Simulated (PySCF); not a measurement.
# Computed properties of GeH₇NSi₂, SMILES [NH]1[SiH2][SiH2][GeH2]1

GeH7NSi2, SMILES [NH]1[SiH2][SiH2][GeH2]1. Geometry optimised at ωB97X-D3(BJ)/def2-SVP. The structure was generated by enumeration, and PubChem lists no compound with its InChIKey, so it may never have been made. One conformer was computed; it need not be the lowest. All values are computed for the isolated molecule unless a solvent is named; none is compared with measurement here.

**Structure.** The optimised structure has Cs symmetry. All 27 harmonic modes at ωB97X-D3(BJ)/def2-SVP (PySCF) are real, so it is a minimum. With heavy atoms numbered as in [NH:1]1[SiH2:2][SiH2:3][GeH2:4]1, the shortest bond between them is N1–Si2 at 1.746 Å and the longest Si3–Ge4 at 2.379 Å.

**Vibrations.** The strongest infrared lines (harmonic, unscaled, degenerate partners summed) lie at 882 cm⁻¹ (376 km/mol, H 64 %, N 18 %, Si 16 %), 2160 cm⁻¹ (205 km/mol, H 99 %), 2226 cm⁻¹ (174 km/mol, H 98 %). The softest mode is at 90 cm⁻¹ and the zero-point energy is 42.3 kcal/mol.

**Electronic structure.** ωB97X/def2-TZVP (PySCF) places the frontier levels at -9.52 and 1.34 eV, a gap of 10.86 eV, and gives a dipole moment of 0.55 D and a mean polarisability of 91.9 bohr³. PBE/def2-TZVP (PySCF) at the same geometry gives -5.89 and -1.39 eV, so its gap is 6.36 eV narrower. An orbital gap is neither the optical nor the fundamental gap.

**Excitations.** TDA-B3LYP/def2-SVPD (PySCF) has S1 at 5.10 eV (243 nm, f = 0.002, dark); the most intense of the 10 singlets computed lies at 6.29 eV (f = 0.14). T1 (TDA) is at 4.83 eV, 0.27 eV under S1. TDA-PBE/def2-SVPD (PySCF) puts S1 at 4.58 eV. No vertical singlet excitation falls in the visible range (under 3.1 eV).

**NMR.** GIAO shifts at KT2/pcSseg-1 (PySCF) (non-relativistic, atoms alike by connectivity averaged): ¹H from -0.3 to 6.2 ppm against TMS; ²⁹Si from -79.9 to -12.4 ppm against TMS.
